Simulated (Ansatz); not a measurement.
Ansatz (an electronic-structure program) input:
A basis named .json is the Basis Set Exchange file of that set.

Ansatz 0.2 input:
```yaml
crystal:
  periodic: [false, false, false]
  atoms:
    - {symbol: C, position_ang: [-0.98503697, -1.11307039, -0.39451663]}
    - {symbol: C, position_ang: [0.21012294, -0.30689869, -0.04069099]}
    - {symbol: C, position_ang: [1.54513429, -0.95689555, -0.00108291]}
    - {symbol: C, position_ang: [0.07677189, 1.08365598, 0.25939625]}
    - {symbol: O, position_ang: [-0.99025190, 1.69933879, 0.24979525]}
    - {symbol: H, position_ang: [-1.10826021, -1.94818311, 0.30391195]}
    - {symbol: H, position_ang: [-1.88390697, -0.50064779, -0.38109857]}
    - {symbol: H, position_ang: [-0.86911854, -1.56011752, -1.38805148]}
    - {symbol: H, position_ang: [1.79495792, -1.39671323, -0.97327723]}
    - {symbol: H, position_ang: [2.33358310, -0.25461153, 0.27143080]}
    - {symbol: H, position_ang: [1.55601556, -1.78445539, 0.71727601]}
    - {symbol: H, position_ang: [1.01679149, 1.60927009, 0.51281225]}
basis:
  gaussian:
    orbitals: cc-pVTZ
    fitting: {mean_field: def2-universal-jkfit, correlation: cc-pVTZ-RIFIT.json}
magnetization: {spin_polarized: true, initial_magnetization: 1}
correlation: {method: mp2, electrons: outside_noble_gas}
```

Problem. Which total energy does the run end on?

Solution. -231.32986 Eh (RI-MP2/cc-pVTZ). The basis has 248 functions.

It need not be the lowest isomer of its formula.

The determinant is spin-contaminated: <S^2> is 0.90 against 0.75 for a pure state.
